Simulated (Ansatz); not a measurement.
`C[Si](C)(Cl)Cl` → 2 C• + 2 Cl• + 6 H• + Si•  (atomization)

Program: Ansatz. Geometries: PBE0-D4/def2-TZVP. ΔE: electronic, gas phase. CBS: MP2 limit from def2 TZ/QZ plus the TZ coupled-cluster correction, frozen cores. This one scheme is used for every species, atoms too. Open shells (•) are unrestricted, without spin–orbit coupling. Spin–orbit coupling would lower the free atoms: a little for C, Cl, Si.

```
         species  HF/def2-TZVPP energy (Eh)
`C[Si](C)(Cl)Cl`                -1287.37329
              C•                  -37.69248
             Cl•                 -459.47685
              H•                   -0.49981
             Si•                 -288.85084
```

Work out ΔE.

ΔE = 6 × (-0.49981) + 2 × (-37.69248) + 2 × (-459.47685) + (-288.85084) − (-1287.37329) = 1.18493 Eh = +32.24 eV. CCSD(T)/CBS gives +42.16 eV.

Largest T1 diagnostic among the species: 0.012.

In def2-TZVPP, CCSD(T) changes the Hartree–Fock value by +8.84 eV (the triples alone add +0.54 eV) and MP2 by +9.49 eV; breaking electron pairs costs correlation energy, which Hartree–Fock lacks. From BLYP to BHLYP (50 % exact exchange), in def2-TZVPP and without D4, ΔE moves by −0.07 eV: exact exchange takes away binding that semilocal exchange gives to molecules. At CCSD(T), def2-SVP lies −2.53 eV from the extrapolated value and def2-TZVPP −1.07 eV: correlation converges slowly with the basis, and small sets miss more of it in the bonded molecule than in its fragments.

For atomizations the MP2-based limit and the directly extrapolated one differ by several kJ/mol either way, and by 10 to 25 for some Ge, Se and Sn compounds, so smaller differences from it don't rank the levels.
